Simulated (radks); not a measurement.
Question: All-electron atom: the lutetium ion Lu2+ in [Kr] 4d10 4f14 5s1.5 5p6 6s1 6p0.5 (fractional occupations, a model configuration). All-electron calculation, Dirac Kohn-Sham, PBE, spin-unpolarised, spherical densities, point nucleus; open shells fill j = l - 1/2 first. Program: a radial shooting solver on a logarithmic mesh with Libxc functionals. Some entries of the table are withheld. Estimate them.

| orbital | occ. | eigenvalue (eV) | <r^2> (bohr^2) |
|---|---|---|---|
| 1s1/2 | 2 | (1) | 0.0005120 |
| 2s1/2 | 2 | -10766.90 | (2) |
| 2p1/2 | 2 | (3) | 0.005641 |
| 2p3/2 | 4 | (4) | 0.006850 |
| 3s1/2 | 2 | -2456.351 | (5) |
| 3p1/2 | 2 | -2239.672 | (6) |
| 3p3/2 | 4 | -2001.269 | (7) |
| 3d3/2 | 4 | -1634.017 | 0.04236 |
| 3d5/2 | 6 | -1581.971 | 0.04420 |
| 4s1/2 | 2 | -506.2169 | 0.2582 |
| 4p1/2 | 2 | -418.0324 | 0.2682 |
| 4p3/2 | 4 | -363.8401 | 0.3053 |
| 4d3/2 | 4 | -219.0004 | 0.3402 |
| 4d5/2 | 6 | -209.1120 | 0.3547 |
| 5s1/2 | 1.5 | -82.0972 | 1.517 |
| 5p1/2 | 2 | -57.3627 | 1.890 |
| 5p3/2 | 4 | -50.1490 | 2.201 |
| 4f5/2 | 6 | -31.8879 | 0.6472 |
| 4f7/2 | 8 | -30.3518 | 0.6751 |
| 5d3/2 | 0 | -19.3801 | 4.877 |
| 6s1/2 | 1 | -18.9221 | 9.890 |
| 5d5/2 | 0 | -18.7925 | 5.133 |
| 6p1/2 | 0.5 | -13.9097 | 13.83 |
| 6p3/2 | 0 | -12.9885 | 15.49 |
| 7s1/2 | 0 | -7.6082 | 40.81 |

Answer: 
(1) 1s1/2 eigenvalue (eV): -63186.49
(2) 2s1/2 <r^2> (bohr^2): 0.007859
(3) 2p1/2 eigenvalue (eV): -10276.48
(4) 2p3/2 eigenvalue (eV): -9158.838
(5) 3s1/2 <r^2> (bohr^2): 0.05157
(6) 3p1/2 <r^2> (bohr^2): 0.04752
(7) 3p3/2 <r^2> (bohr^2): 0.05423
